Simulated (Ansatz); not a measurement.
CBCl2F3O (`FC(F)(F)OB(Cl)Cl`). Charge 0, multiplicity 1. Geometry: relaxed with PBE0-D4/def2-TZVP. It is one conformer, not always the lowest.

```xyz
8

F     1.273    1.258    0.211
C     0.281    0.894   -0.592
F    -0.292    1.984   -1.070
F     0.792    0.206   -1.606
O    -0.666    0.182    0.071
B    -0.497   -1.008    0.715
Cl    1.023   -1.847    0.798
Cl   -1.915   -1.669    1.473
```

(1) What is the dipole moment at B3LYP/def2-TZVPP? (An estimate is asked.)

(2) And with PBE, r2SCAN, ωB97M-V? (Estimate.)

(3) Give the Mulliken charges with B3LYP, PBE, r2SCAN in def2-TZVPP. (Best estimate.)

Results:

(1) Computed: 0.49 D, with components (-0.02, -0.42, 0.25) D in this frame, pointing from negative to positive charge.

(2) The calculation gave: PBE 0.40 D, r2SCAN 0.42 D, ωB97M-V 0.47 D.

(3) Ansatz gave: 
```json
{"atom": "F1", "B3LYP": "-0.16", "PBE": "-0.12", "r2SCAN": "-0.16"}
{"atom": "C2", "B3LYP": "0.61", "PBE": "0.46", "r2SCAN": "0.60"}
{"atom": "F3", "B3LYP": "-0.16", "PBE": "-0.11", "r2SCAN": "-0.16"}
{"atom": "F4", "B3LYP": "-0.16", "PBE": "-0.12", "r2SCAN": "-0.16"}
{"atom": "O5", "B3LYP": "-0.25", "PBE": "-0.19", "r2SCAN": "-0.28"}
{"atom": "B6", "B3LYP": "0.31", "PBE": "0.25", "r2SCAN": "0.34"}
{"atom": "Cl7", "B3LYP": "-0.10", "PBE": "-0.09", "r2SCAN": "-0.09"}
{"atom": "Cl8", "B3LYP": "-0.09", "PBE": "-0.08", "r2SCAN": "-0.09"}
```

B3LYP here is the variant with VWN-RPA as its local correlation; programs differ in this.
